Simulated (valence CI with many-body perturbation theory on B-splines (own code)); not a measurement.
How close is CI+MBPT for Xe2+?

Method: relativistic CI+MBPT: six valence electrons over a frozen Dirac-Fock core [Kr] 4d10, a basis of 9 s, 9 p, 8 d, 6 f, 3 g, 1 h functions for each j, with the one-electron correlation potential Σ1 (screened to all orders), the two-electron term Σ2, the three-electron term Σ3, Breit, model QED; selected single and double excitations, second order for the rest, scaled by the run's own slope (own B-spline code, finite nucleus).

Against 44 measured levels this calculation errs by 183 cm⁻¹ on average and by 494 at most. These come from a selection out of Saloman, J. Phys. Chem. Ref. Data 33, 765 (2004). Levels without a partner in it may be off by more. Among the levels kept, up to 3200 cm⁻¹ of a level comes from second order outside the variational space, and about a tenth of that is noise between levels of different J, which matters for small intervals.

Measured levels: Saloman, J. Phys. Chem. Ref. Data 33, 765 (2004). Pairs share parity and J, and are chosen by configuration, term and nearness in energy; levels without a clear partner are left out. Energies in cm⁻¹ above the measured ground level. The last column is blank where CI alone has no clear partner.

Names give the largest LS component (configuration and term), which can be under half, so a name can repeat, a term be missing and a line seem to break the LS rules; names also repeat where a configuration has a term twice. Letters in brackets count levels of one name in rising energy.

| Computed label | Label in the source | Measured | Computed | Difference | CI alone, difference |
| --- | --- | --- | --- | --- | --- |
| 5s2 5p4 3P_2 | 5s2 5p4 3P | 0 | 0.0 | 0 | 0 |
| 5s2 5p4 3P_0 | 5s2 5p4 3P | 8130.1 | 8114.9 | -15 | -243 |
| 5s2 5p4 3P_1 | 5s2 5p4 3P | 9794.4 | 9760.9 | -33 | -692 |
| 5s2 5p4 1D_2 | 5s2 5p4 1D | 17098.7 | 17094.7 | -4 | -424 |
| 5s2 5p4 1S_0 | 5s2 5p4 1S | 36102.9 | 36119.6 | +17 | -752 |
| 5s 5p5 3P°_2 | 5s 5p5 3P° | 98262.5 | 97867.2 | -395 | -4613 |
| 5s 5p5 3P°_1 | 5s 5p5 3P° | 103568.2 | 103184.8 | -383 | -4770 |
| 5s 5p5 3P°_0 | 5s 5p5 3P° | 108333.8 | 107840.2 | -494 | -5318 |
| 5s2 5p3 5d 5D°_3 | 5s2 5p3(4S°) 5d 5D° | 111605.4 | 111328.7 | -277 | -4337 |
| 5s2 5p3 5d 5D°_2 | 5s2 5p3(4S°) 5d 5D° | 111856.4 | 111590.5 | -266 | -4352 |
| 5s2 5p3 5d 5D°_4 | 5s2 5p3(4S°) 5d 5D° | 112271.8 | 111891.4 | -380 | -4485 |
| 5s2 5p3 5d 5D°_1 | 5s2 5p3(4S°) 5d 5D° | 112449.9 | 112141.3 | -309 | -4480 |
| 5s2 5p3 5d 5D°_0 | 5s2 5p3(4S°) 5d 5D° | 112693.9 | 112296.2 | -398 | -4656 |
| 5s2 5p3 5d 3D°_2 [a] | 5s2 5p3(4S°) 5d 3D° | 117240.1 | 117056.2 | -184 | -3947 |
| 5s2 5p3 5d 1P°_1 | 5s2 5p3(2D°) 5d 1P° | 119026.0 | 118861.5 | -165 | -3911 |
| 5s2 5p3 5d 3D°_3 [a] | 5s2 5p3(4S°) 5d 3D° | 121229.6 | 121006.9 | -223 | -4369 |
| 5s2 5p3 6s 5S°_2 | 5s2 5p3(4S°) 6s 5S° | 121475.9 | 121403.2 | -73 | -2841 |
| 5s2 5p3 5d 3D°_1 [a] | 5s2 5p3(4S°) 5d 3D° | 121922.8 | 121709.6 | -213 | -4351 |
| 5s2 5p3 5d 3F°_2 [a] | 5s2 5p3(2D°) 5d 3F° | 124691.3 | 124465.2 | -226 | -4344 |
| 5s2 5p3 6s 3S°_1 | 5s2 5p3(4S°) 6s 3S° | 125617.1 | 125665.8 | +49 | -2282 |
| 5s2 5p3 5d 3F°_3 [a] | 5s2 5p3(2D°) 5d 3F° | 126119.8 | 125906.9 | -213 | -4324 |
| 5s2 5p3 5d 3F°_4 [a] | 5s2 5p3(2D°) 5d 3G° | 127782.1 | 127546.6 | -236 | -4240 |
| 5s2 5p3 5d 3G°_3 | 5s2 5p3(2D°) 5d 3G° | 128349.1 | 128328.7 | -20 | -3680 |
| 5s2 5p3 5d 3F°_4 [b] | 5s2 5p3(2D°) 5d 3F° | 130173.7 | 129944.6 | -229 | -4132 |
| 5s2 5p3 5d 3G°_5 | 5s2 5p3(2D°) 5d 3G° | 132159.9 | 131963.2 | -197 | -4185 |
| 5s2 5p3 5d 1G°_4 | 5s2 5p3(2D°) 5d 1G° | 132711.8 | 132612.2 | -100 | -4108 |
| 5s2 5p3 5d 3D°_1 [b] | 5s2 5p3(2D°) 5d 3D° | 133234.0 | 133284.6 | +51 | -2863 |
| 5s2 5p3 6s 3D°_2 | 5s2 5p3(2D°) 6s 3D° | 134667.4 | 134713.6 | +46 | -2614 |
| 5s2 5p3 5d 1D°_2 | 5s2 5p3(2P°) 5d 1D° | 136367.5 | 136394.2 | +27 | -3232 |
| 5s2 5p3 6s 3D°_1 | 5s2 5p3(2D°) 6s 3D° | 138145.5 | 138223.4 | +78 | -2691 |
| 5s2 5p3 6s 3D°_3 | 5s2 5p3(2D°) 6s 3D° | 138658.2 | 138728.1 | +70 | -2666 |
| 5s2 5p3 5d 3P°_0 | 5s2 5p3(2P°) 5d 3P° | 140437.8 | 140284.8 | -153 | -3828 |
| 5s2 5p3 5d 3P°_1 | 5s2 5p3(2P°) 5d 3P° | 140730.9 | 140768.3 | +37 | -3317 |
| 5s2 5p3 5d 3D°_2 [b] | 5s2 5p3(2D°) 5d 3D° | 142064.3 | 142114.7 | +50 | -3480 |
| 5s2 5p3 6s 1D°_2 | 5s2 5p3(2D°) 6s 1D° | 143048.2 | 143083.4 | +35 | -3073 |
| 5s2 5p3 5d 3D°_3 [b] | 5s2 5p3(2D°) 5d 3D° | 143156.2 | 143341.1 | +185 |  |
| 5s2 5p3 5d 3F°_2 [b] | 5s2 5p3(2P°) 5d 3F° | 145300.1 | 145327.9 | +28 | -3682 |
| 5s2 5p3 5d 3F°_3 [b] | 5s2 5p3(2P°) 5d 3F° | 145340.9 | 145364.6 | +24 | -3817 |
| 5s2 5p3 6p 5P_1 | 5s2 5p3(4S°) 6p 5P | 146781.5 | 146410.3 | -371 | -3217 |
| 5s2 5p3 6p 5P_2 | 5s2 5p3(4S°) 6p 5P | 146962.4 | 146599.7 | -363 | -3192 |
| 5s2 5p3 5d 3S°_1 | 5s2 5p3(2D°) 5d 3S° | 147797.4 | 148028.0 | +231 | -1742 |
| 5s2 5p3 5d 3P°_2 | 5s2 5p3(2D°) 5d 3P° | 148370.1 | 148692.6 | +322 | -288 |
| 5s2 5p3 5d 1F°_3 | 5s2 5p3(2D°) 5d 1F° | 148412.8 | 148685.3 | +272 | -2095 |
| 5s2 5p3 5d 3F°_4 [c] | 5s2 5p3(2P°) 5d 3F° | 148535.5 | 148369.4 | -166 | -4643 |
| 5s2 5p3 6p 5P_3 | 5s2 5p3(4S°) 6p 5P | 149061.6 | 148619.7 | -442 | -3372 |

Over 44 excited levels the mean absolute difference is 183 cm⁻¹, the median 184 and the largest 494. For the 43 levels that pair on every rung the mean is CI alone 3341, + Σ1 1263, + Σ2 224, + Σ3 161, + Breit 173, + QED 183. The comparison draws on a selection of the measured levels: 45 of the 46 computed ones have a partner in it, and others may be off by more.
